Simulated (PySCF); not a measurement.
Cl$_{4}$OW, charge -1, doublet, geometry from GFN2-xTB (such geometries of metal compounds can be far from the true shape) (the multiplicity is a formal guess) (core potentials on W); PySCF with DF-SCAN/def2-SV(P).

PySCF was given this input:
```python
from pyscf import gto, scf, dft

mol = gto.M(
    atom='''
W     0.21562861   -0.06627311   -0.11796437
O     1.64082851   -0.50430608   -0.89765128
Cl    0.44570731   -0.51632244    2.16823986
Cl   -1.28055533    0.77291167   -1.71151791
Cl   -1.23781626   -1.89865845   -0.08016462
Cl    0.36189104    2.16787270    0.55935875
''',
    basis='def2-sv(p)',
    ecp={'W': 'def2-sv(p)'},
    charge=-1,
    spin=1,
    verbose=4,
)

mf = dft.UKS(mol)
mf.xc = 'scan'
mf.grids.level = 5
mf = mf.density_fit(auxbasis='def2-universal-jkfit')
mf.kernel()
mf.analyze()
```

What the program printed (banner, timings and long lists left out):

```
PySCF version 2.14.0

[INPUT] verbose = 4
[INPUT] num. atoms = 6
[INPUT] num. electrons = 91
[INPUT] charge = -1
[INPUT] spin (= nelec alpha-beta = 2S) = 1
[INPUT] symmetry False subgroup None
[INPUT] Mole.unit = angstrom
[INPUT] Symbol           X                Y                Z      unit          X                Y                Z       unit  Magmom
[INPUT]  1 W      0.215628610000  -0.066273110000  -0.117964370000 AA    0.407479017521  -0.125238027323  -0.222920351757 Bohr   0.0
[INPUT]  2 O      1.640828510000  -0.504306080000  -0.897651280000 AA    3.100716501278  -0.953000374153  -1.696315074565 Bohr   0.0
[INPUT]  3 Cl     0.445707310000  -0.516322440000   2.168239860000 AA    0.842264747617  -0.975708003567   4.097379507765 Bohr   0.0
[INPUT]  4 Cl    -1.280555330000   0.772911670000  -1.711517910000 AA   -2.419898861052   1.460591374780  -3.234300107188 Bohr   0.0
[INPUT]  5 Cl    -1.237816260000  -1.898658450000  -0.080164620000 AA   -2.339133723933  -3.587944474591  -0.151489176680 Bohr   0.0
[INPUT]  6 Cl     0.361891040000   2.167872700000   0.559358750000 AA    0.683874952534   4.096685675921   1.057034842879 Bohr   0.0

nuclear repulsion = 602.323434496257
number of shells = 49
number of NR pGTOs = 218
number of NR cGTOs = 111
basis = def2-sv(p)
ecp = {'W': 'def2-sv(p)'}

******** <class 'pyscf.df.df_jk.DFUKS'> ********
method = DFUKS
initial guess = minao
damping factor = 0
level_shift factor = 0
DIIS = <class 'pyscf.scf.diis.CDIIS'>
diis_start_cycle = 1
diis_space = 8
diis_damp = 0
SCF conv_tol = 1e-09
SCF conv_tol_grad = None
SCF max_cycles = 50
direct_scf = False
number electrons alpha = 46  beta = 45
XC library pyscf.dft.libxc version 7.1.2
    S. Lehtola, C. Steigemann, M. J. T. Oliveira, and M. A. L. Marques,  SoftwareX 7, 1–5 (2018)
XC functionals = scan
    J. Sun, A. Ruzsinszky, and J. P. Perdew,  Phys. Rev. Lett. 115, 036402 (2015)
    J. Sun, A. Ruzsinszky, and J. P. Perdew,  Phys. Rev. Lett. 115, 036402 (2015)
radial grids:
    Treutler-Ahlrichs [JCP 102, 346 (1995); DOI:10.1063/1.469408] (M4) radial grids

becke partition: Becke, JCP 88, 2547 (1988); DOI:10.1063/1.454033
pruning grids: <function nwchem_prune>
grids dens level: 5
symmetrized grids: False
atomic radii adjust function: <function treutler_atomic_radii_adjust>
small_rho_cutoff = 0
Set gradient conv threshold to 3.16228e-05
tot grids = 266528
init E= -1970.56666120143

cycle= 1 E= -1982.69830937537  delta_E= -12.1  |g|= 0.811  |ddm|= 5.25
cycle= 2 E= -1978.10977018653  delta_E= 4.59  |g|= 2.92  |ddm|= 2.71
cycle= 3 E= -1982.90087655005  delta_E= -4.79  |g|= 0.397  |ddm|= 2.49
cycle= 4 E= -1982.97768744367  delta_E= -0.0768  |g|= 0.0796  |ddm|= 0.481
cycle= 5 E= -1982.97614731107  delta_E= 0.00154  |g|= 0.0896  |ddm|= 0.174
cycle= 6 E= -1982.98097890026  delta_E= -0.00483  |g|= 0.0111  |ddm|= 0.112
cycle= 7 E= -1982.98103635431  delta_E= -5.75e-05  |g|= 0.00274  |ddm|= 0.0126
cycle= 8 E= -1982.98104067463  delta_E= -4.32e-06  |g|= 0.000991  |ddm|= 0.00348
cycle= 9 E= -1982.98104158029  delta_E= -9.06e-07  |g|= 0.000339  |ddm|= 0.0017
cycle= 10 E= -1982.98104173163  delta_E= -1.51e-07  |g|= 0.000184  |ddm|= 0.000894
cycle= 11 E= -1982.98104175976  delta_E= -2.81e-08  |g|= 7.45e-05  |ddm|= 0.000394
cycle= 12 E= -1982.98104175672  delta_E= 3.04e-09  |g|= 0.000113  |ddm|= 0.000197
cycle= 13 E= -1982.98104176316  delta_E= -6.45e-09  |g|= 3.58e-06  |ddm|= 0.000127
cycle= 14 E= -1982.98104176316  delta_E= 3.18e-12  |g|= 3.97e-06  |ddm|= 9.81e-06
Extra cycle  E= -1982.98104176312  delta_E= 3.82e-11  |g|= 1.05e-05  |ddm|= 1.5e-05
converged SCF energy = -1982.98104176312  <S^2> = 0.75593665  2S+1 = 2.0059279
**** SCF Summaries ****
Total Energy =                       -1982.981041763122448
Nuclear Repulsion Energy =             602.323434496256596
One-electron Energy =                -3976.250292348480343
Two-electron Energy =                 1390.945816089101527
Two-electron Coulomb Energy =         1520.648640095095971
DFT Exchange-Correlation Energy =     -129.702824005994415
**** MO energy ****
                             alpha | beta                alpha | beta
MO #1   energy= -101.004540760094  | -101.004242865888  occ= 1 | 1
MO #2   energy= -101.00449467052   | -101.004197745513  occ= 1 | 1
MO #3   energy= -101.003839819952  | -101.003536631272  occ= 1 | 1
MO #4   energy= -101.0038272668    | -101.003523920228  occ= 1 | 1
MO #5   energy= -18.8473669781185  | -18.8500600461842  occ= 1 | 1
MO #6   energy= -9.19920287904624  | -9.19898894138775  occ= 1 | 1
MO #7   energy= -9.19916511868786  | -9.198951759073    occ= 1 | 1
MO #8   energy= -9.19846397064459  | -9.19824836298101  occ= 1 | 1
MO #9   energy= -9.19845962198817  | -9.19824383640238  occ= 1 | 1
MO #10  energy= -6.94561454388474  | -6.94570636772163  occ= 1 | 1
MO #11  energy= -6.94557639976765  | -6.94567017882024  occ= 1 | 1
MO #12  energy= -6.94487071276625  | -6.9449600175903   occ= 1 | 1
MO #13  energy= -6.94486069658605  | -6.94494990058682  occ= 1 | 1
MO #14  energy= -6.94163252151304  | -6.94153128213711  occ= 1 | 1
MO #15  energy= -6.94159367410369  | -6.94149309817532  occ= 1 | 1
MO #16  energy= -6.94088353999001  | -6.94078010849657  occ= 1 | 1
MO #17  energy= -6.94088113945586  | -6.9407775204508   occ= 1 | 1
MO #18  energy= -6.94069570897531  | -6.93955183343774  occ= 1 | 1
MO #19  energy= -6.94065675319304  | -6.93951381400344  occ= 1 | 1
MO #20  energy= -6.93998405279112  | -6.93883003915571  occ= 1 | 1
MO #21  energy= -6.93998315124428  | -6.93882739632895  occ= 1 | 1
MO #22  energy= -2.85849981616062  | -2.83371768928735  occ= 1 | 1
MO #23  energy= -1.53601621169118  | -1.52317152664728  occ= 1 | 1
MO #24  energy= -1.51177052732751  | -1.47329610645264  occ= 1 | 1
MO #25  energy= -1.51167193894539  | -1.47319027384821  occ= 1 | 1
MO #26  energy= -0.745600915050261 | -0.749239107889139 occ= 1 | 1
MO #27  energy= -0.618520411583261 | -0.616389435325714 occ= 1 | 1
MO #28  energy= -0.596842232521556 | -0.595238120948572 occ= 1 | 1
MO #29  energy= -0.596001538623032 | -0.594368006291789 occ= 1 | 1
MO #30  energy= -0.593637304190209 | -0.592301616542481 occ= 1 | 1
MO #31  energy= -0.242905088538427 | -0.237646770655802 occ= 1 | 1
MO #32  energy= -0.238964874494217 | -0.235177247181735 occ= 1 | 1
MO #33  energy= -0.238563141424249 | -0.234842347131312 occ= 1 | 1
MO #34  energy= -0.231459906289798 | -0.227404099430547 occ= 1 | 1
MO #35  energy= -0.216646763418719 | -0.214874026696843 occ= 1 | 1
MO #36  energy= -0.210397095332809 | -0.192175583591993 occ= 1 | 1
MO #37  energy= -0.176902357723998 | -0.176432646228693 occ= 1 | 1
MO #38  energy= -0.176777221975188 | -0.176259617718663 occ= 1 | 1
MO #39  energy= -0.158702509053579 | -0.158311013087026 occ= 1 | 1
MO #40  energy= -0.138134686480756 | -0.138010129062875 occ= 1 | 1
MO #41  energy= -0.137664234480629 | -0.137491194545421 occ= 1 | 1
MO #42  energy= -0.122331840328756 | -0.121691253316444 occ= 1 | 1
MO #43  energy= -0.120558077955039 | -0.117671389519518 occ= 1 | 1
MO #44  energy= -0.12020585210987  | -0.117428466931722 occ= 1 | 1
MO #45  energy= -0.0951774694185799 | -0.0907732164052222 occ= 1 | 1
MO #46  energy= -0.0300652945868017 | 0.0365172600658319 occ= 1 | 0
MO #47  energy= 0.0675814832594559 | 0.0823308458506098 occ= 0 | 0
MO #48  energy= 0.0686375500253414 | 0.0833643292340217 occ= 0 | 0
MO #49  energy= 0.105296844334805  | 0.118349672819084  occ= 0 | 0
MO #50  energy= 0.11276277774501   | 0.122939404457277  occ= 0 | 0
MO #51  energy= 0.174078271307168  | 0.17734616483919   occ= 0 | 0
MO #52  energy= 0.222249249272662  | 0.223841886314736  occ= 0 | 0
MO #53  energy= 0.222714503685351  | 0.224297390901466  occ= 0 | 0
MO #54  energy= 0.223475107565671  | 0.226261151549522  occ= 0 | 0

spin_pop of  0 W 5s        0.00033
spin_pop of  0 W 6s        0.01162
spin_pop of  0 W 7s        0.00195
spin_pop of  0 W 8s        0.00028
spin_pop of  0 W 9s        0.00022
spin_pop of  0 W 10s        0.00020
spin_pop of  0 W 5px      -0.00016
spin_pop of  0 W 5py       0.00456
spin_pop of  0 W 5pz       0.00350
spin_pop of  0 W 6px      -0.00041
spin_pop of  0 W 6py      -0.00151
spin_pop of  0 W 6pz      -0.00092
spin_pop of  0 W 7px      -0.00022
spin_pop of  0 W 7py       0.00001
spin_pop of  0 W 7pz       0.00025
spin_pop of  0 W 5dxy      0.05595
spin_pop of  0 W 5dyz      0.12863
spin_pop of  0 W 5dz^2     0.14775
spin_pop of  0 W 5dxz      0.07143
spin_pop of  0 W 5dx2-y2    0.45220
spin_pop of  0 W 6dxy      0.00185
spin_pop of  0 W 6dyz      0.00775
spin_pop of  0 W 6dz^2     0.00886
spin_pop of  0 W 6dxz      0.01482
spin_pop of  0 W 6dx2-y2    0.08536
spin_pop of  1 O 1s       -0.00000
spin_pop of  1 O 2s       -0.00107
spin_pop of  1 O 3s        0.00006
spin_pop of  1 O 2px      -0.01786
spin_pop of  1 O 2py      -0.02623
spin_pop of  1 O 2pz      -0.02453
spin_pop of  1 O 3px       0.00053
spin_pop of  1 O 3py       0.00087
spin_pop of  1 O 3pz       0.00119
spin_pop of  1 O 3dxy      0.00004
spin_pop of  1 O 3dyz      0.00030
spin_pop of  1 O 3dz^2     0.00007
spin_pop of  1 O 3dxz      0.00009
spin_pop of  1 O 3dx2-y2    0.00010
spin_pop of  2 Cl 1s        0.00000
spin_pop of  2 Cl 2s       -0.00000
spin_pop of  2 Cl 3s        0.00018
spin_pop of  2 Cl 4s        0.00018
spin_pop of  2 Cl 2px       0.00000
spin_pop of  2 Cl 2py       0.00000
spin_pop of  2 Cl 2pz      -0.00000
spin_pop of  2 Cl 3px       0.00114
spin_pop of  2 Cl 3py       0.01785
spin_pop of  2 Cl 3pz      -0.01110
spin_pop of  2 Cl 4px       0.00153
spin_pop of  2 Cl 4py       0.00381
spin_pop of  2 Cl 4pz       0.00003
spin_pop of  2 Cl 3dxy      0.00010
spin_pop of  2 Cl 3dyz      0.00334
spin_pop of  2 Cl 3dz^2     0.00026
spin_pop of  2 Cl 3dxz      0.00079
spin_pop of  2 Cl 3dx2-y2    0.00002
spin_pop of  3 Cl 1s        0.00000
spin_pop of  3 Cl 2s       -0.00000
spin_pop of  3 Cl 3s        0.00018
spin_pop of  3 Cl 4s        0.00038
spin_pop of  3 Cl 2px      -0.00000
spin_pop of  3 Cl 2py       0.00000
spin_pop of  3 Cl 2pz      -0.00000
spin_pop of  3 Cl 3px      -0.00387
spin_pop of  3 Cl 3py       0.01674
spin_pop of  3 Cl 3pz      -0.00498
spin_pop of  3 Cl 4px       0.00064
spin_pop of  3 Cl 4py       0.00474
spin_pop of  3 Cl 4pz       0.00018
spin_pop of  3 Cl 3dxy      0.00147
spin_pop of  3 Cl 3dyz      0.00090
spin_pop of  3 Cl 3dz^2     0.00013
spin_pop of  3 Cl 3dxz      0.00041
spin_pop of  3 Cl 3dx2-y2    0.00169
spin_pop of  4 Cl 1s        0.00000
spin_pop of  4 Cl 2s       -0.00000
spin_pop of  4 Cl 3s        0.00018
spin_pop of  4 Cl 4s        0.00014
spin_pop of  4 Cl 2px      -0.00000
spin_pop of  4 Cl 2py      -0.00000
spin_pop of  4 Cl 2pz       0.00000
spin_pop of  4 Cl 3px      -0.00323
spin_pop of  4 Cl 3py      -0.00503
spin_pop of  4 Cl 3pz       0.01585
spin_pop of  4 Cl 4px       0.00158
spin_pop of  4 Cl 4py       0.00052
spin_pop of  4 Cl 4pz       0.00347
spin_pop of  4 Cl 3dxy      0.00007
spin_pop of  4 Cl 3dyz      0.00164
spin_pop of  4 Cl 3dz^2     0.00015
spin_pop of  4 Cl 3dxz      0.00145
spin_pop of  4 Cl 3dx2-y2    0.00129
spin_pop of  5 Cl 1s        0.00000
spin_pop of  5 Cl 2s       -0.00000
spin_pop of  5 Cl 3s        0.00017
spin_pop of  5 Cl 4s        0.00027
spin_pop of  5 Cl 2px       0.00000
spin_pop of  5 Cl 2py      -0.00000
spin_pop of  5 Cl 2pz       0.00000
spin_pop of  5 Cl 3px       0.00153
spin_pop of  5 Cl 3py      -0.00882
spin_pop of  5 Cl 3pz       0.01481
spin_pop of  5 Cl 4px       0.00099
spin_pop of  5 Cl 4py       0.00017
spin_pop of  5 Cl 4pz       0.00386
spin_pop of  5 Cl 3dxy      0.00076
spin_pop of  5 Cl 3dyz      0.00217
spin_pop of  5 Cl 3dz^2     0.00127
spin_pop of  5 Cl 3dxz      0.00001
spin_pop of  5 Cl 3dx2-y2    0.00022
In total            46.00000 | 45.00000

WARN: System has nonzero charge -1; the dipole moment is origin-dependent.
Location of origin: [0. 0. 0.]

Dipole moment(X, Y, Z, Debye):  0.35601, -0.10976, -0.19458
```
